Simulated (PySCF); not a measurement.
Start geometry of `C#C/C(F)=C(\F)Cl` from GFN2-xTB (Å):
```
atom  x, y, z in Å
C1    -2.170    0.064    0.238
C2    -1.022   -0.162    0.295
C3     0.327   -0.505    0.361
F4     0.672   -1.813    0.310
C5     1.345    0.374    0.478
F6     1.079    1.695    0.543
Cl7    3.020   -0.005    0.582
H8    -3.195    0.334    0.175
```

Task: What comes out of this run: PBE0-D3(BJ)/def2-SVP geometry optimisation, gas phase in PySCF?

Result: 
```
atom  x, y, z in Å
C1    -2.1684    0.3011    0.2562
C2    -1.0205   -0.0887    0.2907
C3     0.3168   -0.5503    0.3301
F4     0.5187   -1.8580    0.1905
C5     1.3784    0.2606    0.4999
F6     1.2273    1.5580    0.6419
Cl7    2.9851   -0.2870    0.5473
H8    -3.1865    0.6447    0.2261
```

The energy falls by 17.4 kJ/mol over 14 energy and gradient evaluations, the largest force component goes from 0.0863 to 2.2e-04 Eh/bohr, and the atoms move by 0.029 Å rms after alignment. The bond that changes most is C1≡C2 (terminal alkyne carbon to alkyne carbon), which lengthens by 0.042 Å. Bonds longer at the end by more than 0.005 Å: 3 of 7; shorter: 3. Among the angles that change most is C2–C1–H8, from 176.3° to 179.9°. Rotational constants go from 4186, 1476, 1091 to 4207, 1491, 1101 MHz. The orientation of the end geometry is arbitrary; only internal coordinates are fixed.

The run used 107 basis functions and 98 SCF cycles in all. On one thread of an Arm Neoverse V2, no GPU, shared host with 192 logical CPUs at a one-minute load of 41, this took 46 s wall and 0.43 GiB of memory at its peak.

PBE0-D3(BJ)/def2-SVP frequencies: not computed here.
